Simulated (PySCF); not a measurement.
formamide (CH$_{3}$NO), singlet, geometry from GFN2-xTB; MP2/def2-SVP (PySCF).

Here is a job for PySCF.
```python
from pyscf import gto, scf, mp

mol = gto.M(
    atom='''
N    -1.05641616    0.21385327    0.11334147
C     0.27617595    0.30708658   -0.05688787
O     1.03166666   -0.62674585   -0.07930566
H    -1.46659335   -0.69896438    0.23212765
H    -1.65672911    1.01799139    0.12649041
H     0.60784657    1.35544742   -0.17623582
''',
    basis='def2-svp',
    verbose=4,
)

mf = scf.RHF(mol)
mf.kernel()

pt = mp.MP2(mf, frozen=3)
pt.kernel()
print('E(MP2) = %.10f' % pt.e_tot)
```

The log (banner, timings and long lists left out):

```
PySCF version 2.14.0

[INPUT] verbose = 4
[INPUT] num. atoms = 6
[INPUT] num. electrons = 24
[INPUT] charge = 0
[INPUT] spin (= nelec alpha-beta = 2S) = 0
[INPUT] symmetry False subgroup None
[INPUT] Mole.unit = angstrom
[INPUT] Symbol           X                Y                Z      unit          X                Y                Z       unit  Magmom
[INPUT]  1 N     -1.056416160000   0.213853270000   0.113341470000 AA   -1.996337215965   0.404124111143   0.214184336856 Bohr   0.0
[INPUT]  2 C      0.276175950000   0.307086580000  -0.056887870000 AA    0.521896907692   0.580309532729  -0.107502494110 Bohr   0.0
[INPUT]  3 O      1.031666660000  -0.626745850000  -0.079305660000 AA    1.949567439245  -1.184378006208  -0.149865977528 Bohr   0.0
[INPUT]  4 H     -1.466593350000  -0.698964380000   0.232127650000 AA   -2.771459767608  -1.320851249026   0.438657684439 Bohr   0.0
[INPUT]  5 H     -1.656729110000   1.017991390000   0.126490410000 AA   -3.130764280494   1.923724924265   0.239032232284 Bohr   0.0
[INPUT]  6 H      0.607846570000   1.355447420000  -0.176235820000 AA    1.148663543056   2.561424400048  -0.333037433138 Bohr   0.0

nuclear repulsion = 71.7376103920382
number of shells = 27
number of NR pGTOs = 93
number of NR cGTOs = 57
basis = def2-svp
ecp = {}

******** <class 'pyscf.scf.hf.RHF'> ********
method = RHF
initial guess = minao
damping factor = 0
level_shift factor = 0
DIIS = <class 'pyscf.scf.diis.CDIIS'>
diis_start_cycle = 1
diis_space = 8
diis_damp = 0
SCF conv_tol = 1e-09
SCF conv_tol_grad = None
SCF max_cycles = 50
direct_scf = True
direct_scf_tol = 1e-13
Set gradient conv threshold to 3.16228e-05
Initial guess from minao.
init E= -169.265203097124
  HOMO = -0.32153949176709  LUMO = 0.0790967251813699  gap/eV = 10.90187
cycle= 1 E= -168.683383563441  delta_E= 0.582  |g|= 0.727  |ddm|= 2.36
  HOMO = -0.31042772499044  LUMO = 0.133331345393658  gap/eV = 12.07530
cycle= 2 E= -168.743739156287  delta_E= -0.0604  |g|= 0.579  |ddm|= 1.06
  HOMO = -0.420308040986643  LUMO = 0.16267118935999  gap/eV = 15.86367
cycle= 3 E= -168.805484782165  delta_E= -0.0617  |g|= 0.0507  |ddm|= 0.488
  HOMO = -0.418613169475864  LUMO = 0.170346033587374  gap/eV = 16.02640
cycle= 4 E= -168.806762870829  delta_E= -0.00128  |g|= 0.0181  |ddm|= 0.0801
  HOMO = -0.418121345065551  LUMO = 0.172011150730321  gap/eV = 16.05832
cycle= 5 E= -168.806942972046  delta_E= -0.00018  |g|= 0.00753  |ddm|= 0.0364
  HOMO = -0.418491716409298  LUMO = 0.171762295173345  gap/eV = 16.06163
cycle= 6 E= -168.806989569273  delta_E= -4.66e-05  |g|= 0.00352  |ddm|= 0.0219
  HOMO = -0.418041629623391  LUMO = 0.172137395712033  gap/eV = 16.05959
cycle= 7 E= -168.806997889182  delta_E= -8.32e-06  |g|= 0.00093  |ddm|= 0.0105
  HOMO = -0.418194942483984  LUMO = 0.172199862399793  gap/eV = 16.06546
cycle= 8 E= -168.806998315419  delta_E= -4.26e-07  |g|= 0.000252  |ddm|= 0.00211
  HOMO = -0.41813314188542  LUMO = 0.172215638772623  gap/eV = 16.06421
cycle= 9 E= -168.806998345725  delta_E= -3.03e-08  |g|= 6.66e-05  |ddm|= 0.000413
  HOMO = -0.418130544936941  LUMO = 0.172215266295279  gap/eV = 16.06413
cycle= 10 E= -168.806998348527  delta_E= -2.8e-09  |g|= 1.33e-05  |ddm|= 0.000129
  HOMO = -0.418128521222344  LUMO = 0.172213758563827  gap/eV = 16.06403
cycle= 11 E= -168.806998348624  delta_E= -9.68e-11  |g|= 1.93e-06  |ddm|= 2.46e-05
  HOMO = -0.418128263443263  LUMO = 0.172213849909326  gap/eV = 16.06403
Extra cycle  E= -168.806998348626  delta_E= -1.82e-12  |g|= 8.35e-07  |ddm|= 3.25e-06
converged SCF energy = -168.806998348626

******** <class 'pyscf.mp.mp2.RMP2'> ********
nocc = 9, nmo = 54
frozen orbitals 3
E(RMP2) = -169.287471822007  E_corr = -0.480473473380888
E(SCS-RMP2) = -169.275918359027  E_corr = -0.468920010400944
E_corr(same-spin) = -0.124209412680141
E_corr(oppo-spin) = -0.356264060700747
E(MP2) = -169.2874718220
```
